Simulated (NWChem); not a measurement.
System: SnCl2, singlet; SMILES [Cl][Sn][Cl]

All runs: NWChem. Low-valent species are run as closed-shell singlets; no triplet was tried in these runs. All runs use the structure optimised with PBE-D3(BJ)/def2-SVP. def2 effective core potentials on Sn; no spin-orbit coupling. Ions are spin-unrestricted doublets at the neutral geometry; other ion states weren't tried.

```csv
level,"vertical ionisation energy, ΔSCF (eV)",−ε(HOMO) (eV),ΔSCF minus −ε(HOMO) (eV)
PBE/def2-SVP,9.83,6.77,3.06
LRC-wPBEh/def2-SVP,10.18,9.65,0.53
r2SCAN/def2-SVP,10.06,7.14,2.92
```
